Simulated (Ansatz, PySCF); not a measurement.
This PySCF input computes a CAM-B3LYP/def2-TZVPD energy:

```python
from pyscf import gto, scf, dft

mol = gto.M(
    atom='''
    Ga    0.39713029   -0.00459403    0.42121933
    Cl    0.98926004    0.33117172   -1.65455401
    Cl   -1.71343880   -0.32279437    0.88644818
    ''',
    basis='def2-tzvpd',
    charge=0,
    spin=1,
    verbose=4,
)

mf = dft.UKS(mol, xc='camb3lyp').density_fit(auxbasis='def2-universal-jkfit')
mf.grids.level = 3
mf.conv_tol = 1e-9
mf.max_cycle = 100
mf.max_memory = 1500
mf.kernel()
if not mf.converged:
    mf = mf.newton()
    mf.kernel(mf.make_rdm1())
for _ in range(2):
    mo, _, stable, _ = mf.stability(return_status=True)
    if stable:
        break
    mf.kernel(mf.make_rdm1(mo, mf.mo_occ))
mf.analyze()
```

### Question
Write an input for the same energy in Ansatz (a first-principles code) and say what it gives.

### Answer

Ansatz 0.2 input:
```yaml
crystal:
  periodic: [false, false, false]
  atoms:
    - {symbol: Ga, position_ang: [0.39713029, -0.00459403, 0.42121933]}
    - {symbol: Cl, position_ang: [0.98926004, 0.33117172, -1.65455401]}
    - {symbol: Cl, position_ang: [-1.71343880, -0.32279437, 0.88644818]}
basis:
  gaussian:
    orbitals: def2-TZVPD
hamiltonian:
  xc: {name: CAM-B3LYP}
magnetization: {spin_polarized: true, initial_magnetization: 1}
output: {forces: true}
```
It gives -2845.50913 Eh, and PySCF -2845.50919 Eh, a difference of 0.06 mEh, from the treatment of integrals and grids.

It need not be the lowest isomer of its formula.
